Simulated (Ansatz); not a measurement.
Calculated with Ansatz (gas phase, PBE0-D4/def2-TZVP geometries, no zero-point term in ΔE). CCSD(T)/CBS adds triple-zeta CCSD(T) − MP2 to the extrapolated MP2 energy (def2 sets, frozen cores). This one scheme is used for every species. Functionals use def2-TZVPP. For Ti outer-core shells are correlated without core-valence functions, which leaves a few kJ/mol of doubt a bond. Scalar relativity is left out up to krypton. Each species was taken in one conformer, which may not be the lowest.

Consider the ligand exchange at a Ti–Cl bond: `[Cl][Ti]([Cl])([Cl])[Cl]` + H₂S → `[SH][Ti]([Cl])([Cl])[Cl]` + HCl.

`[Cl][Ti]([Cl])([Cl])[Cl]`:

Z-matrix (Å, degrees):
```
Ti
Cl 1 2.162
Cl 1 2.162 2 109.5
Cl 1 2.162 2 109.5 3 120.0
Cl 1 2.162 2 109.5 3 -120.0
```

H₂S:

Cartesian coordinates in Å:
```
S 0.545 -0.150 -0.254
H -0.379 -0.835 0.436
H -0.166 0.985 -0.182
```

`[SH][Ti]([Cl])([Cl])[Cl]`:

Cartesian coordinates in Å:
```
S 1.396 -1.188 0.196
Ti -0.374 0.127 -0.270
Cl -1.177 -0.679 -2.108
Cl -1.798 0.020 1.368
Cl 0.299 2.181 -0.491
H 1.654 -0.462 1.305
```

HCl:

Z-matrix (Å, degrees):
```
Cl
H 1 1.279
```

```csv
level,ΔE (eV)
PBE-D4,0.52
r2SCAN0-D4,0.57
ωB97M-V,0.57
HF/def2-QZVPP,0.70
```

Q: What does CCSD(T)/CBS give? (Estimate.)

A: The calculation gave: +0.53 eV. The listed levels differ from it by -0.01, 0.04, 0.04, 0.17 eV.

Q: What do rigid-rotor, harmonic-oscillator terms from PBE0-D4/def2-TZVP frequencies (298.15 K, 1 bar) make of the CCSD(T)/CBS value? (Estimate.)

A: The calculation gave: ΔZPE = -0.03 eV, ΔH = +0.52 eV, ΔS = 18 J/(mol·K), ΔG = +0.46 eV.

Largest T1 diagnostic among the species: 0.026, so the coupled-cluster value is less sure than usual.

The D4 term adds −0.04 eV with B3LYP and −0.02 eV with PBE0; it sums over pairs of atoms, weighted by their polarisabilities, and B3LYP, whose exchange is more repulsive, gets the larger term. Leaving LDA and LC-ωPBE aside and taking each functional with its dispersion term where it has one, the values, not all of them listed here, spread over 0.08 eV, from revPBE-D4 to CAM-B3LYP-D4.

B3LYP here is the variant with VWN-RPA as its local correlation; programs differ in this.
